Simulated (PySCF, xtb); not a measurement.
Si(H)(F)2(Me) (CH4F2Si), SMILES F[SiH](F)C.

GFN2-xTB run with xtb 6.7.1 at its own geometry gives an orbital gap of 7.07 eV and a dipole moment of 2.72 D.

Coordinates come from a PBE-D3(BJ)/def2-SVP optimisation.

**Question.** What does PySCF with PBE/def2-TZVPD give? (Estimate from the structure and the level; the computed values follow.)

**Answer.** gap 7.63 eV (levels -8.04 and -0.41 eV), dipole 2.30 D.
